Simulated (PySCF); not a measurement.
A GIAO shielding run with PySCF 2.14 (density fitting, non-relativistic, gas phase) on `CC[C@H](O[SiH2][SiH3])C(F)(F)F`, C₄H₁₁F₃OSi₂:

```
$ OMP_NUM_THREADS=1 python probes_run.py task.json out

{"job": {"kind": "nmr", "xc": "PBE0", "basis": "pcSseg-1"}, "charge": 0, "multiplicity": 1}
C     -1.113508    -0.679087     2.090242
C     -1.700408    -0.662453     0.684974
C     -0.598843    -0.821735    -0.366889
O      0.261026     0.257631    -0.319789
Si     1.809596     0.389008    -0.839017
Si     2.376443     2.333488     0.242152
C     -1.218276    -0.910604    -1.761941
F     -1.837132     0.217386    -2.122093
F     -2.127467    -1.895952    -1.847048
F     -0.302248    -1.168376    -2.706588
H     -1.900105    -0.525222     2.823470
H     -0.377053     0.113236     2.196445
H     -0.631041    -1.633042     2.290616
H     -2.425110    -1.469428     0.565826
H     -2.203940     0.289410     0.505548
H     -0.051565    -1.764870    -0.214418
H      2.508189    -0.840158    -0.422688
H      1.876068     0.375112    -2.304208
H      2.249051     2.267366     1.705125
H      1.611720     3.515663    -0.167539
H      3.785685     2.629571    -0.032650
```

Hardware: 1 thread of an AMD EPYC 7571, shared host. The job also computes population analyses, field gradients.

(1) How large is the calculation?

(2) How long does it take, and how much memory does it need?

## Answers

(1) 98 electrons, 239 basis functions and 1288 auxiliary functions.

(2) 2.5 min of wall time, with 14 SCF cycles and 4 response iterations; peak memory 1.1 GiB. Times on a shared host scatter by some tens of per cent.
